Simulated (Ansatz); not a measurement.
Stepwise reaction of `[OH][Al]([OH])[O][SiH3]` with hydrogen sulfide, as a gas-phase model of exchange steps in deposition or etching. ΔE in kJ/mol.

Computed with Ansatz on PBE0-D4/def2-TZVP structures; ΔE is electronic, products minus reactants. CCSD(T)/CBS adds triple-zeta CCSD(T) − MP2 to the extrapolated MP2 energy (def2 sets, frozen cores). This one scheme is used for every species. Functionals use def2-TZVPP. B3LYP here is the variant with VWN-RPA as its local correlation; programs differ in this. Each species was taken in one conformer, which may not be the lowest.

```tsv
step	reaction	PBE-D4	B3LYP-D4	ωB97M-V	CCSD(T)/CBS
1	`[OH][Al]([OH])[O][SiH3]` + H₂S → `[OH][Al]([SH])[O][SiH3]` + H₂O	14.6	25.2	23.5	20.2
```

Task: Give the row of step 2, `[OH][Al]([SH])[O][SiH3]` + H₂S → `[SiH3][O][Al]([SH])[SH]` + H₂O. (Best estimate.)

Result: Ansatz gave: 
```json
{"step": "2", "reaction": "`[OH][Al]([SH])[O][SiH3]` + H₂S → `[SiH3][O][Al]([SH])[SH]` + H₂O", "PBE-D4": "14.8", "B3LYP-D4": "25.4", "ωB97M-V": "24.2", "CCSD(T)/CBS": "20.2"}
```

Task: By hand: ΔE of the 2 steps together at CCSD(T)/CBS.

Result: (20.2) + (20.2) = 40.4 kJ/mol, or 20.2 kJ/mol a step.

In ΔE the steps differ by no more than 0.0 kJ/mol. All are uphill at CCSD(T)/CBS. PBE-D4 differs from CCSD(T)/CBS by -5.6 to -5.4 kJ/mol a step. Isolated molecules leave out the surface, adducts and barriers. Largest T1 diagnostic: 0.012.
